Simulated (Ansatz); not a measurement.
This geometry of CH$_{6}$AlF$_{2}$N (11 atoms, charge 0, multiplicity 1) is a first-order saddle point.

Method: Ansatz, RKS PBE/def2-SVP.

```xyz
11
Properties=species:S:1:pos:R:3
Al -0.977 0.676 0.915
H 0.226 2.022 0.659
F -2.233 0.910 -0.169
F -1.264 0.555 2.560
H 0.655 1.183 0.353
N 0.472 -0.300 0.228
C 0.509 -0.942 -1.088
H 1.084 -0.772 0.907
H 0.084 -1.970 -1.072
H -0.098 -0.353 -1.805
H 1.542 -1.007 -1.488
```

(1) Which two structures does it join? (They come from a converged band through this point; their orientation in space is the band's.)

(2) How far does it lie above each of them?

Answers

(1) Bonds broken: Al1–H2, H5–N6. Bonds formed: H2–H5. CH6AlF2N becomes CH4AlF2N + H2.

Image 0:

```xyz
11
Properties=species:S:1:pos:R:3
Al -0.984 0.965 0.863
H -0.657 2.506 0.608
F -2.154 0.222 -0.119
F -0.943 0.393 2.461
H 1.492 0.504 0.215
N 0.653 -0.096 0.227
C 0.494 -0.808 -1.063
H 0.798 -0.762 1.003
H -0.460 -1.366 -1.042
H 0.423 -0.064 -1.878
H 1.339 -1.495 -1.273
```

Image 6:

```xyz
11
Properties=species:S:1:pos:R:3
Al -0.927 0.461 0.873
H 0.185 2.466 0.732
F -2.047 1.149 -0.163
F -1.110 0.682 2.522
H 0.675 1.888 0.556
N 0.274 -0.693 0.256
C 0.478 -1.110 -1.124
H 0.892 -1.177 0.914
H 0.313 -2.202 -1.276
H -0.237 -0.585 -1.789
H 1.502 -0.879 -1.501
```

(2) 1.38 eV above the first and 0.42 eV above the second. This is the barrier of this one path; another mechanism may lie lower. The orbitals stay closed-shell, which can raise the energy where a bond breaks towards radicals; this wasn't checked here.

The run took 94 s on 2 threads of AMD EPYC 7R43 64-Core Processor (Zen 3), on a shared host, peak memory 0.16 GiB.
